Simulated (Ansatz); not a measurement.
The cluster Na5. Charge 0, multiplicity 2. Geometry PBE0/def2-SVPD, that of the charge -1 singlet; atoms count from 1.

```xyz
5

Na    1.178    0.989    2.144
Na    0.908   -2.805    2.159
Na   -0.083    2.572   -0.529
Na   -1.644    0.409   -3.247
Na   -0.359   -1.164   -0.527
```

The charge 0 doublet is spin-contaminated (final ⟨S²⟩ up to 0.83, 0.75 for a pure state). The structure comes from a short search, and lower isomers may exist.

Question: Estimate the Mulliken populations from the PBE0/def2-TZVPD orbitals of Ansatz.

Answer: 
| atom | charge (e) | spin (α − β) |
| --- | --- | --- |
| Na1 | 0.02 | 0.21 |
| Na2 | -0.11 | 0.18 |
| Na3 | 0.02 | 0.22 |
| Na4 | -0.11 | 0.18 |
| Na5 | 0.18 | 0.20 |
Mulliken values and Mayer orders depend strongly on the basis. With diffuse functions, as here, like atoms can get unlike values, and bond orders can come out too low or too high.

Question: Where does the spin sit?

Answer: Summed by element: Na 1.00, of 1 unpaired in all. Largest on single atoms: Na3 0.22, Na1 0.21, Na5 0.20.

Question: And the Mayer bond orders between bonded heavy atoms (over 0.3)?

Answer: Na1–Na2 0.45 (3.80 Å); Na1–Na3 0.45 (3.35 Å); Na2–Na5 0.41 (3.39 Å); Na3–Na4 0.45 (3.81 Å); Na4–Na5 0.41 (3.40 Å).
